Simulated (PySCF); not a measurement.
Compound: C3H3F2GeN.
Numbering: `[N:1]#[C:2]/[C:3]([F:4])=[CH:5]/[GeH2:6][F:7]` (hydrogens: H8 on C5; H9, H10 on Ge6)

The calculation used PBE0-D3(BJ)/def2-SVP geometry optimisation, gas phase (PySCF 2.14.0).

Problem. What internal coordinates does the optimisation give?

Solution. 
| bond | length (pm) |
| --- | --- |
| N1≡C2 | 115.8 |
| C2–C3 | 143.6 |
| C3–F4 | 132.9 |
| C3=C5 | 133.5 |
| C5–Ge6 | 193.8 |
| Ge6–F7 | 174.4 |
| C5–H8 | 109.3 |
| Ge6–H9, Ge6–H10 | 153.1 |

Bonds in one row agree within 1 pm and their mean is given. A selection of angles:
| angle | degrees |
| --- | --- |
| N1–C2–C3 | 179.2 |
| C2–C3–F4 | 113.1 |
| C2–C3–C5 | 124.3 |
| F4–C3–C5 | 122.6 |
| C3–C5–Ge6 | 123.3 |
| C3–C5–H8 | 116.7 |
| Ge6–C5–H8 | 120.0 |
| C5–Ge6–F7 | 106.0 |
| C5–Ge6–H9 | 109.8 |
| C5–Ge6–H10 | 112.4 |
| F7–Ge6–H9 | 106.3 |
| F7–Ge6–H10 | 107.1 |
| H9–Ge6–H10 | 114.7 |

Dihedral angles: C2–C3–C5–Ge6 -179° (antiperiplanar); C3–C5–Ge6–F7 98° (anticlinal). The mirror-image conformer, all signs reversed, is as good.

Ge6 (germanium bonded to C, F and 2 H) is distorted tetrahedral (angles from 106.0° to 114.7°). The C–C distances run from 1.335 Å (C3=C5, drawn double) to 1.436 Å (C2–C3, drawn single), a spread of 0.101 Å.

Point group: C1 (no symmetry element, even within 0.4 Å). PBE0-D3(BJ)/def2-SVP frequencies: not computed here. One conformer, not necessarily the lowest.
